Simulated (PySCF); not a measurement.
## Basis and Hamiltonian dependence of the ionisation energy of C²⁺

C²⁺ [He] 2s2 (1S) → C³⁺ [He] 2s1 (2S). Calculated with PySCF 2.14 from differences of total energies of unrestricted determinants, without spin-orbit coupling. Values in eV.

```json
{"basis": "cc-pVDZ-DK", "Hamiltonian": "spin-free X2C", "functions": "14", "UHF": "45.824", "LDA": "n/a", "PBE0": "n/a", "MP2 (valence)": "46.897", "CCSD(T) (valence)": "47.781", "CCSD(T) (valence and next inner shell)": "n/a"}
{"basis": "6-31G*", "Hamiltonian": "non-relativistic", "functions": "14", "UHF": "45.806", "LDA": "46.947", "PBE0": "n/a", "MP2 (valence)": "46.906", "CCSD(T) (valence)": "47.769", "CCSD(T) (valence and next inner shell)": "n/a"}
{"basis": "Sapporo-DZP-2012", "Hamiltonian": "spin-free X2C", "functions": "18", "UHF": "45.785", "LDA": "n/a", "PBE0": "n/a", "MP2 (valence)": "46.886", "CCSD(T) (valence)": "47.764", "CCSD(T) (valence and next inner shell)": "n/a"}
{"basis": "aug-cc-pwCVDZ", "Hamiltonian": "non-relativistic", "functions": "27", "UHF": "45.769", "LDA": "46.934", "PBE0": "47.041", "MP2 (valence)": "46.891", "CCSD(T) (valence)": "47.761", "CCSD(T) (valence and next inner shell)": "47.764"}
{"basis": "def2-TZVPPD", "Hamiltonian": "non-relativistic", "functions": "37", "UHF": "45.776", "LDA": "46.937", "PBE0": "47.036", "MP2 (valence)": "46.934", "CCSD(T) (valence)": "47.755", "CCSD(T) (valence and next inner shell)": "47.749"}
{"basis": "x2c-TZVPPall with one added diffuse shell each of s, p, d type", "Hamiltonian": "spin-free X2C", "functions": "40", "UHF": "45.795", "LDA": "46.957", "PBE0": "47.056", "MP2 (valence)": "46.955", "CCSD(T) (valence)": "47.774", "CCSD(T) (valence and next inner shell)": "47.769"}
{"basis": "aug-cc-pwCVTZ", "Hamiltonian": "non-relativistic", "functions": "59", "UHF": "45.780", "LDA": "46.950", "PBE0": "47.040", "MP2 (valence)": "46.997", "CCSD(T) (valence)": "47.797", "CCSD(T) (valence and next inner shell)": "47.836"}
{"basis": "aug-cc-pCVTZ-DK", "Hamiltonian": "spin-free X2C", "functions": "59", "UHF": "45.800", "LDA": "46.970", "PBE0": "47.062", "MP2 (valence)": "47.002", "CCSD(T) (valence)": "47.804", "CCSD(T) (valence and next inner shell)": "47.838"}
{"basis": "dyall-av3z", "Hamiltonian": "non-relativistic", "functions": "71", "UHF": "45.778", "LDA": "46.948", "PBE0": "47.042", "MP2 (valence)": "47.008", "CCSD(T) (valence)": "47.811", "CCSD(T) (valence and next inner shell)": "n/a"}
{"basis": "x2c-QZVPPall with one added diffuse shell each of s, p, d, f type", "Hamiltonian": "spin-free X2C", "functions": "73", "UHF": "45.797", "LDA": "46.967", "PBE0": "47.061", "MP2 (valence)": "47.023", "CCSD(T) (valence)": "47.814", "CCSD(T) (valence and next inner shell)": "47.818"}
{"basis": "dyall-acv3z", "Hamiltonian": "non-relativistic", "functions": "76", "UHF": "45.778", "LDA": "46.948", "PBE0": "47.042", "MP2 (valence)": "47.008", "CCSD(T) (valence)": "47.811", "CCSD(T) (valence and next inner shell)": "47.848"}
{"basis": "aug-cc-pVQZ", "Hamiltonian": "non-relativistic", "functions": "80", "UHF": "45.779", "LDA": "46.945", "PBE0": "47.037", "MP2 (valence)": "47.022", "CCSD(T) (valence)": "47.810", "CCSD(T) (valence and next inner shell)": "n/a"}
{"basis": "aug-cc-pVQZ-DK", "Hamiltonian": "spin-free X2C", "functions": "80", "UHF": "45.798", "LDA": "46.963", "PBE0": "47.057", "MP2 (valence)": "47.041", "CCSD(T) (valence)": "47.827", "CCSD(T) (valence and next inner shell)": "n/a"}
{"basis": "aug-cc-pwCVQZ", "Hamiltonian": "non-relativistic", "functions": "109", "UHF": "45.779", "LDA": "46.949", "PBE0": "47.041", "MP2 (valence)": "47.034", "CCSD(T) (valence)": "47.815", "CCSD(T) (valence and next inner shell)": "n/a"}
```

Extrapolation of CCSD(T) (valence) from aug-cc-pwCVTZ and aug-cc-pwCVQZ: the correlation parts are 2.018 and 2.036 eV; with the X⁻³ form and unrounded values, (4³ × 2.036 − 3³ × 2.018)/(4³ − 3³) = 2.050 eV, and adding the Hartree-Fock value 45.779 eV of the larger basis gives 47.829 eV.

Frozen in the all-electron rows: valence: 1s2; valence and next inner shell: nothing.

Reference for a calculation without spin-orbit coupling: 47.888 eV (measured, between term centres; NIST).
